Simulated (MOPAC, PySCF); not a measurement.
H3BO, SMILES `BO`, neutral singlet in the gas phase. 

Z-matrix (Å, degrees):
```
B
O 1 1.3478
H 2 0.9607 1 113.51
H 1 1.1961 2 116.79 3 -180.00
H 1 1.2018 4 122.56 2 180.00
```
Charge 0, spin multiplicity 1.

All levels are single points at this geometry (PBE0-D4/def2-TZVP); Pople sets use spherical d functions. Orbital energies aren't observables, and empty levels follow the basis.

PBE-D3(BJ)/def2-TZVP in PySCF gives HOMO (eV) = -7.36.

Q: Estimate the HOMO (eV) from each of these levels: B3LYP-D3(BJ)/def2-TZVP in PySCF; PBE0-D4/def2-TZVP in PySCF; B3LYP/3-21G in PySCF; B3LYP/6-311+G** in PySCF; B3LYP/6-31G* in PySCF; BP86/6-31G* in PySCF; M06-2X/6-31G* in PySCF; PBE/6-31G* in PySCF; HF/3-21G in PySCF; HF/STO-3G in PySCF; PM6 in MOPAC; PM7 in MOPAC.

A: 
```csv
level,HOMO (eV)
B3LYP-D3(BJ)/def2-TZVP in PySCF,-8.68
PBE0-D4/def2-TZVP in PySCF,-8.86
B3LYP/3-21G in PySCF,-8.31
B3LYP/6-311+G** in PySCF,-8.72
B3LYP/6-31G* in PySCF,-8.42
BP86/6-31G* in PySCF,-7.22
M06-2X/6-31G* in PySCF,-10.08
PBE/6-31G* in PySCF,-7.08
HF/3-21G in PySCF,-12.41
HF/STO-3G in PySCF,-10.71
PM6 in MOPAC,-10.88
PM7 in MOPAC,-11.06
```
